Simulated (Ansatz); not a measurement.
Reaction (ligand exchange at a Ge–Br bond): `[GeH3][Br]` + `NB(O)F` → `NB(F)[O][GeH3]` + HBr

Computed with Ansatz on PBE0-D4/def2-TZVP structures; ΔE is electronic, products minus reactants. CBS: MP2 limit from def2 TZ/QZ plus the TZ coupled-cluster correction, frozen cores. For Br, Ge outer-core shells are correlated without core-valence functions, which leaves a few kJ/mol of doubt a bond. Scalar relativity is left out up to krypton. Each species was taken in one conformer, which may not be the lowest.

`[GeH3][Br]`:

```xyz
5

Ge   -0.022   -0.030   -0.187
Br    0.248    0.339    2.077
H    -1.041   -1.163   -0.342
H     1.348   -0.422   -0.748
H    -0.532    1.276   -0.801
```

`NB(O)F`:

Cartesian coordinates in Å:
```
N 0.883 0.191 0.243
B -0.264 -0.244 -0.444
O -1.549 -0.124 -0.004
F -0.105 -0.829 -1.636
H 1.799 0.068 -0.149
H 0.876 0.641 1.139
H -1.640 0.297 0.851
```

`NB(F)[O][GeH3]`:

Cartesian coordinates in Å:
```
N 1.060 1.777 -0.767
B 0.560 0.495 -0.501
F 1.029 -0.540 -1.233
O -0.369 0.269 0.459
Ge -1.054 -1.336 0.855
H 1.747 1.951 -1.476
H 0.752 2.585 -0.259
H 0.082 -2.261 1.315
H -2.042 -1.048 1.991
H -1.766 -1.893 -0.386
```

HBr:

Z-matrix (Å, degrees):
```
Br
H 1 1.420
```

```csv
level,ΔE (kcal/mol)
HF/def2-TZVPP,11.1
MP2/def2-TZVPP,9.7
CCSD/def2-TZVPP,9.2
CCSD(T)/def2-TZVPP,9.0
```

Q: What does CCSD(T)/CBS give? (An estimate is asked.)

A: The calculation gave: +10.2 kcal/mol. The listed levels differ from it by 0.9, -0.5, -1.0, -1.2 kcal/mol.

Largest T1 diagnostic among the species: 0.012.

In def2-TZVPP, CCSD(T) changes the Hartree–Fock value by −2.1 kcal/mol (the triples alone add −0.3 kcal/mol) and MP2 by −1.4 kcal/mol. The D4 term adds −0.7 kcal/mol with B3LYP and −0.5 kcal/mol with PBE0; it sums over pairs of atoms, weighted by their polarisabilities, and B3LYP, whose exchange is more repulsive, gets the larger term.

B3LYP here is the variant with VWN-RPA as its local correlation; programs differ in this.
